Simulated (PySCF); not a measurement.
Sn(H)(F)(Me)2 (C2H7FSn), SMILES [CH3][SnH]([CH3])[F].

Geometry: B3LYP-D3(BJ)/def2-SVP. The structure was generated by enumeration; whether it is a known compound was not checked. The def2 effective core potentials stand for the cores of Sn; spin–orbit coupling is left out.

Calculation: PBE/def2-TZVP run with PySCF.

The molecule is in vacuum.

```json
{
  "total_energy": "-394.45479 hartree",
  "point_group": "Cs",
  "highest_occupied_level": "-7.00 eV",
  "lowest_empty_level": "-0.93 eV",
  "orbital_gap": "6.07 eV",
  "dipole_moment": "3.09 D",
  "quadrupole, principal values (traceless, Buckingham form, about the centre of nuclear charge)": "-5.92, 1.71, 4.21 D·Å",
  "mean_static_polarisability": "65.7 bohr³ (9.74 Å³)",
  "polarisability_principal_values": "56.2, 65.1, 75.8 bohr³"
}
```
